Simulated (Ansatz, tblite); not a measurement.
Cost and result up the ladder for Ge3H (4 atoms). The state is a doublet with charge 0. Geometry: PBE0-D4/def2-SVP.

| atom | x (Å) | y (Å) | z (Å) |
| --- | --- | --- | --- |
| Ge1 | 0.3872 | -0.1141 | 1.8196 |
| Ge2 | -0.2551 | -1.2497 | -0.2546 |
| Ge3 | 0.1617 | 1.2772 | -0.1849 |
| H4 | -0.2938 | 0.0865 | -1.3801 |

Ansatz on 4 threads of Arm Neoverse V2 on a shared host; xTB runs through tblite on one thread. Times are rough, summed over both states, and most runs start from the orbitals of an earlier one. PBE0-D4/def2-TZVP serves as the yardstick here, not as an exact answer. The other state is a triplet.

The xTB rows come from tblite. The structure comes from a short search, and lower isomers may exist.

Raw xTB energies of ions are shifted by several eV, and xTB has no spin-polarisation term.

| level | functions | wall time | vertical IE (eV) | difference from PBE0-D4/def2-TZVP (eV) |
| --- | --- | --- | --- | --- |
| GFN1-xTB | 29 | 0.006 s | 11.67 | 3.50 |
| GFN2-xTB | 28 | 0.006 s | 11.57 | 3.40 |
| PBE-D4/def2-TZVP | 150 | 6.3 s | 8.13 | -0.04 |
| PBE0-D4/def2-TZVP (with forces) | 150 | 14 s | 8.17 | 0.00 |
| r2SCAN-D4/def2-TZVP | 150 | 23 s | 8.22 | 0.05 |
